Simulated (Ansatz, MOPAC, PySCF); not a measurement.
Breaking a bond: H₃B, SMILES B. The B1–H4 bond (B1 also carries H, H; H4 carries nothing else) is pulled apart rigidly from the PBE0/def2-TZVP optimised geometry.

Methods: UKS-BP86/6-31G* = unrestricted BP86/6-31G*, spherical d run with PySCF; PM3, restricted, heats of formation (MOPAC); RKS-M06-2X/6-31G* = restricted M06-2X/6-31G*, spherical d (PySCF); FCI = full CI/def2-SVP, frozen core in Ansatz (an electronic-structure program).

Energies relative to the lowest point of each curve near equilibrium, in kJ/mol; the last columns give the difference from FCI:

```csv
R / Å,UKS-BP86/6-31G*,PM3,RKS-M06-2X/6-31G*,FCI,UKS-BP86/6-31G* − FCI,PM3 − FCI,RKS-M06-2X/6-31G* − FCI
0.89,198.8,107.8,191.7,204.8,-6.0,-97.0,-13.1
0.97,93.9,41.2,88.2,97.3,-3.4,-56.1,-9.1
1.00,67.3,25.6,62.2,69.9,-2.6,-44.3,-7.7
1.08,21.3,3.1,18.1,22.3,-1.0,-19.1,-4.1
1.12,9.0,0.0,6.9,9.4,-0.5,-9.4,-2.5
1.16,2.1,0.9,1.2,2.3,-0.1,-1.4,-1.0
1.19,0.0,3.6,0.0,0.0,0.0,3.6,0.0
1.22,0.0,7.9,1.0,0.0,0.0,7.9,1.0
1.25,1.9,13.4,3.9,2.0,-0.1,11.4,1.9
1.31,10.3,27.3,14.4,10.8,-0.5,16.5,3.5
1.39,28.5,50.5,35.5,30.1,-1.5,20.5,5.4
1.49,58.6,86.0,69.3,61.8,-3.2,24.2,7.6
1.59,93.0,128.2,107.6,98.0,-5.0,30.2,9.6
1.77,158.6,218.3,180.1,166.0,-7.3,52.3,14.2
1.95,222.7,314.3,251.2,230.1,-7.5,84.1,21.1
2.14,284.8,407.8,321.1,288.9,-4.1,119.0,32.2
2.39,355.7,514.5,402.8,349.1,6.5,165.4,53.7
2.63,404.0,601.3,470.1,389.4,14.6,211.8,80.6
2.93,435.9,688.4,540.0,420.3,15.7,268.1,119.8
3.17,449.6,742.8,586.2,434.0,15.5,308.7,152.2
3.62,461.7,816.5,654.1,445.6,16.1,370.9,208.5
4.18,466.3,873.5,709.7,449.5,16.8,424.0,260.2
```

UKS-BP86/6-31G* is furthest from FCI at 4.18 (16.8 kJ/mol, above); its mean absolute difference over the points is 5.8 kJ/mol.

PM3 is furthest from FCI at 4.18 (424.0 kJ/mol, above); its mean absolute difference over the points is 106.6 kJ/mol.

RKS-M06-2X/6-31G* is furthest from FCI at 4.18 (260.2 kJ/mol, above); its mean absolute difference over the points is 45.9 kJ/mol.

The unrestricted determinant behind UKS-BP86/6-31G* is spin-contaminated at 2.63 to 4.18 Å (<S²> up to 1.0, against 0.00 for a pure singlet). The restricted form behind PM3, RKS-M06-2X/6-31G* keeps the bonding electrons paired and can't separate into open-shell fragments.
